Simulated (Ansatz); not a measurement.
Consider the atomization: `Cl[Si](Cl)(Cl)[SnH2][Si](Cl)(Cl)Cl` → 6 Cl• + 2 H• + 2 Si• + Sn•.

Gas-phase electronic energies from Ansatz, PBE0-D4/def2-TZVP geometries. CCSD(T)/CBS adds triple-zeta CCSD(T) − MP2 to the extrapolated MP2 energy (def2 sets, frozen cores). This one scheme is used for every species, atoms too. For atomizations the MP2-based limit and the directly extrapolated one differ by several kJ/mol either way, and by 10 to 25 for some Ge, Se and Sn compounds, so smaller differences from it don't rank the levels. Functionals use def2-TZVPP. B3LYP here is the variant with VWN-RPA as its local correlation; programs differ in this. HSE06 is defined as in plane-wave codes. No spin–orbit coupling; open shells (•) take unrestricted orbitals. Spin–orbit coupling would lower the free atoms: a little for Cl, Si; strongly for Sn. def2 core potentials past Kr. For Sn outer-core shells are correlated without core-valence functions, so the limit isn't a true one: a few kJ/mol of doubt a bond, and 10 to 20 or more in all where bonds break to atoms. One conformer a species, not always the lowest.

`Cl[Si](Cl)(Cl)[SnH2][Si](Cl)(Cl)Cl`:

```xyz
11

Cl    1.319    2.155   -1.731
Si    0.086    2.078   -0.106
Cl    1.227    2.289    1.574
Cl   -1.205    3.659   -0.206
Sn   -1.167   -0.155   -0.049
Si    0.617   -1.984    0.135
Cl    1.691   -1.753    1.856
Cl    1.906   -1.873   -1.443
Cl   -0.220   -3.849    0.148
H    -2.195   -0.210    1.307
H    -2.058   -0.357   -1.486
```

```tsv
level	ΔE (kJ/mol)	difference from CCSD(T)/CBS
LDA (SPW92)	3809.8	479.8
PBE-D4	3358.5	28.5
revPBE-D4	3268.5	-61.5
BLYP-D4	3209.5	-120.5
r2SCAN-D4	3346.8	16.8
B97M-V	3394.9	64.9
PBE0-D4	3323.3	-6.7
B3LYP-D4	3234.8	-95.2
r2SCANh-D4	3324.0	-6.0
r2SCAN0-D4	3291.6	-38.4
HSE06-D4	3324.6	-5.4
BHLYP-D4	3184.0	-146.0
CAM-B3LYP-D4	3242.6	-87.4
ωB97X-V	3348.2	18.2
ωB97M-V	3333.9	3.9
B2PLYP	3190.6	-139.4
PBE-QIDH	3310.5	-19.5
PBE	3291.1	-38.9
revPBE	3124.2	-205.8
BLYP	3071.6	-258.4
r2SCAN	3329.9	-0.1
PBE0	3263.5	-66.5
B3LYP	3124.5	-205.5
r2SCANh	3305.2	-24.8
r2SCAN0	3270.4	-59.6
HSE06	3267.1	-62.9
CAM-B3LYP	3178.7	-151.3
LC-ωPBE	3238.1	-91.9
HF/def2-SVP	2301.0	-1029.0
CCSD(T)/def2-SVP	2939.4	-390.6
HF/def2-TZVPP	2372.8	-957.2
MP2/def2-TZVPP	3311.5	-18.5
SCS-MP2/def2-TZVPP	3216.5	-113.5
CCSD/def2-TZVPP	3098.0	-232.0
CCSD(T)/def2-TZVPP	3181.6	-148.4
HF/def2-QZVPP	2378.0	-952.0
MP2/def2-QZVPP	3398.5	68.5
SCS-MP2/def2-QZVPP	3308.3	-21.7
HF/CBS(def2)	2378.8	-951.2
CCSD/CBS(def2)	3246.3	-83.7
CCSD(T)/CBS	3330.0	0
```

Largest T1 diagnostic among the species: 0.012.

From PBE to PBE0 (25 % exact exchange), in def2-TZVPP and without D4, ΔE moves by −27.6 kJ/mol: exact exchange takes away binding that semilocal exchange gives to molecules. Leaving LDA and LC-ωPBE aside and taking each functional with its dispersion term where it has one, the values spread over 210.9 kJ/mol, from BHLYP-D4 to B97M-V. LDA lies +518.6 kJ/mol from PBE without D4, its usual overbinding. At CCSD(T), def2-SVP lies −390.6 kJ/mol from the extrapolated value and def2-TZVPP −148.4 kJ/mol: correlation converges slowly with the basis, and small sets miss more of it in the bonded molecule than in its fragments.
